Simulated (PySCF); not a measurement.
Frontier orbitals and the lowest excitations

Compound: C6H4BClF2.
Z-matrix (Å and degrees, PBE0-D3(BJ)/def2-SVP geometry), rows numbered from 1:
```
F 
B   1  1.3214
F   2  1.3227  1  117.00
C   2  1.5462  1  121.17  3  -179.88
C   4  1.4040  2  120.76  1     0.20
C   5  1.3898  4  121.23  2   179.79
C   6  1.3960  5  118.94  4    -0.07
Cl  7  1.7281  6  119.39  5  -179.98
C   7  1.3960  6  121.20  5     0.01
C   9  1.3899  7  119.00  6    -0.04
H   5  1.0930  4  119.53  2    -0.28
H   6  1.0911  5  121.36  4   179.95
H   9  1.0910  7  119.70  6   179.97
H  10  1.0929  4  119.45  2     0.31
```

Computed, not measured: PySCF, TDDFT wB97X-D/def2-SVPD, vertical, gas phase, core orbitals frozen in the response.

Frontier orbitals with the atoms that hold most of them (Löwdin shares over 4%, at most four atoms; ? is withheld):

| orbital | ε (eV) | atoms |
| --- | --- | --- |
| HOMO-3 | -11.99 | Cl8 47%, C4 14%, C7 10%, C10 9% |
| HOMO-2 | -11.21 | Cl8 77%, C7 10% |
| HOMO-1 | -9.86 | C6 21%, C9 21%, C10 20%, C5 20% |
| HOMO | ? | ? |
| LUMO | -0.10 | ? |
| LUMO+1 | 0.77 | C10 19%, C5 19%, C6 18%, C9 18% |
| LUMO+2 | 1.74 | B2 49%, Cl8 8%, C10 5%, C5 5% |

**Question.** Which atoms hold the HOMO, and with what shares?

**Answer.** Cl8 (bonded to C) 25%; C4 (bonded to B and 2 C) 19%; C7 (bonded to 2 C and Cl) 18%; C9 (bonded to 2 C and H) 9%. By element: carbon 46% or more, chlorine 25%.

**Question.** Which atoms hold the LUMO, and with what shares?

**Answer.** C7 (bonded to 2 C and Cl) 18%; C4 (bonded to B and 2 C) 17%; B2 (bonded to C and 2 F) 14%; C5 (bonded to 2 C and H) 11%. By element: carbon 46% or more, boron 14%.

**Question.** What is the HOMO energy, and the HOMO–LUMO gap?

**Answer.** ε(HOMO) = -9.40 eV; the gap is 9.30 eV (0.3419 hartree).

**Question.** The HOMO–LUMO gap is 9.30 eV. Where does the response calculation put the lowest singlet, and from which orbitals?

**Answer.** S1 is at 5.12 eV (f = 0.0080), 4.18 eV below the gap, made of HOMO-1→LUMO (62%), HOMO→LUMO+1 (36%). Its leading pair isn't HOMO and LUMO; the energies of that pair differ by 9.77 eV. Without the coupling terms of the response equations the lowest excitation would equal the gap.

**Question.** Give energy, strength and leading configuration of S2, S4 and S5, and follow the Löwdin shares of the leading atoms from the occupied to the empty orbital.

**Answer.** 
- S2 (5.50 eV, f 0.294), HOMO→LUMO (89%): Cl8 25% → at most 11%, C4 19% → 17%, C7 18% → 18%
- S4 (6.84 eV, f 0.0000), HOMO-2→LUMO (82%): Cl8 77% → at most 11%, C7 10% → 18%, C4 at most 4% → 17%
- S5 (6.85 eV, f 0.642), HOMO-1→LUMO+1 (88%): C6 21% → 18%, C9 21% → 18%, C10 20% → 19%, C5 20% → 19%
